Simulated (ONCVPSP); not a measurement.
Potentials for lithium (Li) compared

Generated with ld1.x 7.5 (TM, RRKJ, ultrasoft, PAW), atompaw 4.2 or ONCVPSP 4.0.1. The cutoff is in Ry: for ld1.x and atompaw files where the sum of valence levels is converged to 10 mRy in a Bessel basis, for ONCV files where the hardest occupied wave has 1 mHa per electron of residual kinetic energy. The error is the largest all-electron minus pseudo excitation energy over each file’s own four to seven test configurations (ionisations up to +4, promotions, holes and added fractions of an electron), all of which were solved. The labels leave out finer settings (local radius, basis sizes, second energies), which also bear on the numbers. Spin-polarised tests are not counted. The rows are a selection from randomly drawn settings: files with unsolved tests, undetermined cutoffs or missed reference levels are left out.

A true bound ghost makes a file unfit for plane-wave use even where its test errors are small: the radial tests pick states by their node count and pass the ghost by.

```csv
potential,cutoff (Ry),largest error (meV),bound ghosts
"ONCV, LDA (Perdew-Zunger), scalar-relativistic, rc 0.55/0.45/0.60 (spd), local smoothed, core correction no, reference 1s2, qcut 29/18.6/14.1, projectors 2/1/2",348,+22,s
"ONCV, PBE, scalar-relativistic, rc 1.10/4.00/3.50 (spd), local smoothed, core correction no, reference 1s2 2s0.75 2p0.25, qcut 13.3/2.4/3.1, projectors 3/3/3",101,+618,none
"ONCV, PBE, scalar-relativistic, rc 1.10/1.15/1.15 (spd), local smoothed, core correction no, reference 1s2 2s1, qcut 13.3/7.2/7.6, projectors 2/1/2",98,+639,none
```

Fill in the row for Li: ONCV, PBE, scalar-relativistic, rc 0.90/0.75/0.75 (spd), local smoothed, core correction no, reference 1s2 2s1, qcut 17.1/10.2/15.1, projectors 2/2/2.

cutoff 152 Ry, largest error +255 meV, bound ghosts: none.

Fill in the row for Li: ONCV, LDA (Perdew-Zunger), scalar-relativistic, rc 1.35/1.15/1.35 (spd), local smoothed, core correction no, reference 1s2 2s1, qcut 8/7.9/7.7, projectors 2/2/1.

cutoff 52 Ry, largest error +1570 meV, bound ghosts: none.

Fill in the row for Li: ONCV, PBE, non-relativistic, rc 1.15/1.00/1.00 (spd), local p, core correction no, reference 1s2 2s1, qcut 8.1/8.5/9.8, projectors 2/0/2.

cutoff 57 Ry, largest error +1388 meV, bound ghosts: none.
